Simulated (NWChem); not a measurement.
Basis-set convergence for CH5BO

```xyz
8

B     -1.2694    -0.3131     0.0000
H     -1.9535    -1.3094     0.0000
H     -1.7392     0.8085     0.0000
O      0.0575    -0.4895     0.0000
C      0.9784     0.5725     0.0000
H      0.4708     1.5514     0.0000
H      1.6195     0.4976     0.8915
H      1.6195     0.4976    -0.8915
```
Charge 0, spin multiplicity 1.

Everything below was run with NWChem. Structure: optimised with PBE0/def2-SVP, a minimum by its harmonic frequencies. It is one conformer; others weren't searched.

Quantity: vertical ionisation energy at the level ΔPBE (Δ: difference of total energies, the cation a doublet at the parent's geometry with its hole in an orbital of symmetry a' (Cs labels); it is the state that the SCF runs reached, from PBE0 orbitals for Hartree-Fock references, and need not be the lowest).

The Pople sets run with spherical d functions. The structure started from a generated list of species. The stability of the SCF solutions was not checked.

Relative cost: rough, from shared machines, SCF included, STO-3G = 1.

### Question
In pcseg-2 the value is 10.77 eV. Among STO-3G, 3-21G, 6-31G*, pcseg-1, 6-311G**, 6-311++G**, aug-pcseg-1, def2-TZVPD, which is the smallest basis within 0.2 eV of it?

### Answer
3-21G, with 37 functions against 160 and about 9 % of the time (also within reach: 6-31G*, pcseg-1, 6-311G**, 6-311++G**, aug-pcseg-1, def2-TZVPD). pcseg-2 isn't the basis-set limit itself, and a small set can land close by cancellation.

```tsv
basis	functions	vertical ionisation energy (eV)	relative cost
STO-3G	20	9.10	1
3-21G	37	10.60	under 3
6-31G*	52	10.64	4
pcseg-1	67	10.78	4
6-311G**	84	10.73	5
6-311++G**	101	10.77	8
aug-pcseg-1	114	10.79	10
def2-TZVPD	159	10.76	20
pcseg-2	160	10.77	10
```
